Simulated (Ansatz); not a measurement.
Ansatz (a quantum-chemistry and plane-wave program) input:

Ansatz 0.2 input:
```yaml
crystal:
  periodic: [false, false, false]
  atoms:
    - {symbol: C, position_ang: [-1.71495094, -0.35413656, 0.16004949]}
    - {symbol: Al, position_ang: [0.01627263, 0.52123333, -0.10740787]}
    - {symbol: C, position_ang: [1.68451948, -0.49673520, 0.01688218]}
    - {symbol: H, position_ang: [-1.90246231, -0.49261421, 1.23139874]}
    - {symbol: H, position_ang: [-1.74024030, -1.35225001, -0.28654248]}
    - {symbol: H, position_ang: [-2.55292045, 0.22077073, -0.23944115]}
    - {symbol: H, position_ang: [0.07707765, 2.07469350, -0.43294562]}
    - {symbol: H, position_ang: [2.50572762, 0.09749182, 0.42548534]}
    - {symbol: H, position_ang: [1.58270417, -1.40234984, 0.61982808]}
    - {symbol: H, position_ang: [2.00115827, -0.81654461, -0.98307062]}
basis:
  gaussian:
    orbitals: def2-TZVPD
hamiltonian:
  xc: {name: CAM-B3LYP}
magnetization: {spin_polarized: true, initial_magnetization: 2}
```

Problem. Which total energy does the run end on?

Solution. -322.64729 Eh (CAM-B3LYP/def2-TZVPD). The basis has 180 functions.

This state (charge 0, triplet) is run at the relaxed geometry of the species with charge 0 and multiplicity 1, and is a spin state other than that species' own.
